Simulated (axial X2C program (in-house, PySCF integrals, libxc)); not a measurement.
AuB⁻: from the spin-free to the two-component result

Computed with an in-house all-electron X2C program for linear molecules (integrals from PySCF). Spin-free means the one-electron spin-free X2C Hamiltonian; two-component (2c) means X2C with spin–orbit coupling and atomic mean-field two-electron Coulomb and Gaunt terms, so the difference of the two also holds small scalar two-electron terms. Basis: Au dyall-acv3z [14s15p10d6f4g], B dyall-av3z [8s7p3d2f] (cores contracted in-house); Gaussian nuclei, density fitting, unrestricted open shells. Masses: Au 196.967 u, B 11.009 u.

Spin-free state: M_S = 1/2, Λ = 1 (beyond evenly filled blocks: π+α); fragments Au- + B.

```json
{"level": "PBE0", "Re (Å)": "1.955", "ωe (cm⁻¹)": "574.6", "De (eV)": "2.304", "μ (D)": "-4.44"}
{"level": "PW91", "Re (Å)": "1.947", "ωe (cm⁻¹)": "600.1", "De (eV)": "2.622", "μ (D)": "-3.60"}
```

Dipoles are positive if B is the positive end and refer to the centre of mass.

Problem. Within this multiplet, which Ω should lie lowest by the rule for regular and inverted multiplets?

Solution. The open π shell holds one electron, so the multiplet is regular: Ω = Λ − 1/2 = 1/2. The PBE0 2c search agrees.

Two-component determinant lowest at the distance of the search:

Ω = 1/2 (⟨Sz⟩ = -0.45, ⟨Lz⟩ = 0.95 at PBE0); fragments Au- + B.

| level | Re (Å) | ωe (cm⁻¹) | De (eV) | μ (D) |
| --- | --- | --- | --- | --- |
| PBE0 | 1.931 | 609.8 | 2.486 | -4.12 |
| PW91 | 1.930 | 625.6 | 2.798 | -3.65 |

Problem. From the two tables, how do the constants change at the PBE0 level (2c against spin-free)?

Solution. At the PBE0 level Re falls by 0.024 Å and ωe rises by 35.2 cm⁻¹; De is not compared, since the atomic limits differ or miss part of their spin–orbit lowering.

The state is one determinant whose occupation by symmetry is held fixed; it was picked as the lowest of a PBE0 search that is not exhaustive. De is counted from the lowest determinant-based energies of the atoms at the same level, without counterpoise correction. Density functionals use the spin component along the axis (collinear). The 2c atoms are single determinants rather than J levels; their spin–orbit lowering is only partly caught, and De is too large by that part. This holds for PBE0, PW91. The functionals have no current-density term, which raises determinants with orbital currents, atoms included. The highest occupied level of some functionals is positive through self-interaction error; at Hartree–Fock it is bound.
